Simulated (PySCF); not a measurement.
Compound: C6H7N3S.
Numbering: `[CH2:1]=[CH:2][c:3]1[cH:4][c:5]([S:6][CH3:7])[n:8][n:9][n:10]1` (hydrogens: H11, H12 on C1; H13 on C2; H14 on C4; H15, H16, H17 on C7)

Cartesian coordinates in Å at the PBE0-D3(BJ)/def2-SVP level; atoms count from 1:
```
atom  x, y, z in Å
C1    -3.682    0.301   -0.494
C2    -2.614   -0.500   -0.415
C3    -1.272   -0.020   -0.073
C4    -0.185   -0.875    0.005
C5     1.029   -0.272    0.347
S6     2.475   -1.238    0.484
C7     3.690    0.014    0.929
N8     1.107    1.040    0.573
N9     0.033    1.793    0.476
N10   -1.123    1.303    0.167
H11   -3.581    1.371   -0.300
H12   -4.666   -0.096   -0.752
H13   -2.703   -1.573   -0.606
H14   -0.272   -1.948   -0.187
H15    3.747    0.790    0.155
H16    4.647   -0.519    1.007
H17    3.434    0.480    1.889
```

Linear response at CAM-B3LYP/def2-SVPD (PySCF, frozen core in the response, non-relativistic).

Static isotropic polarisability: 120.26 au (17.82 Å³), principal values 68.0, 105.1, 187.6 au.

Question: What is the polarisability at 1064 nm and at the sodium D line?

Answer: 122.33 au at 1064 nm (+1.7 %), 127.67 au at 589.3 nm (+6.2 %). The rise at 589.3 nm is 3.59 times that at 1064 nm; a pure ω² law gives 3.26. The lowest singlet lies at 336 nm, shorter than both wavelengths.

Question: What is the isotropic C6 coefficient between two such molecules, C6 = (3/π)∫α(iω)² dω?

Answer: 4990 au (Eh·bohr⁶) by a ten-point quadrature over imaginary frequencies, which is 2980 eV·Å⁶ or 288 J·nm⁶/mol.

Question: Which effective excitation energy ω̄ makes London's formula C6 = (3/4)α²ω̄ exact here?

Answer: ω̄ = 4·C6/(3α²) = 0.460 Eh = 12.5 eV. A one-pole form α(ω) = α/(1 − ω²/ω̄²) fitted to the 1064 nm value gives 9.0 eV. London's choice of the ionisation energy (9.01 eV, ΔSCF at the same level) gives C6 = 3590 au, 28 % too low.

Question: What n − 1 at the D line would an ideal gas of it have at 273.15 K and 1 atm (2.6868 × 10¹⁹ cm⁻³), by n − 1 = 2π·N·α′?

Answer: 31.94 × 10⁻⁴, a formal value whether or not that pressure can be reached.

Question: How many electrons N does the Slater–Kirkwood formula C6 = (3/4)·√N·α^(3/2) need to give this C6?

Answer: N = (4·C6/3)²/α³ = 25.4; the species has 80 electrons in all.

Question: The lowest 10 singlets have (eV, f): 3.69, 0.004; 3.98, 0.001; 4.42, 0.000; 4.61, 0.047; 4.64, 0.003; 4.99, 0.244; 5.41, 0.370; 5.57, 0.289; 5.79, 0.000; 6.63, 0.024. What share of the static polarisability do they carry in the sum over states α = Σ f/ω²?

Answer: 25.90 au, 21.5 % of α; the largest term, 9.34 au, is that of the state at 5.41 eV. Their oscillator strengths add up to 0.98. Higher states carry the rest.

Question: What three-body coefficient follows from the one-pole estimate C9 = (3/4)·α·C6?

Answer: 450000 au. This is an estimate from the two numbers above, not a computed integral.

Question: How anisotropic is the static polarisability, by Δα² = ½[(α1 − α2)² + (α2 − α3)² + (α3 − α1)²]?

Answer: Δα = 106.0 au, or 0.88 of the isotropic value.

Question: What molar refraction at the D line follows from R = (4π/3)·N_A·α′, with α′ the polarisability volume?

Answer: α′ = 18.92 Å³ gives R = 47.72 cm³/mol, for isolated, non-vibrating species.

One conformer stands for the species.
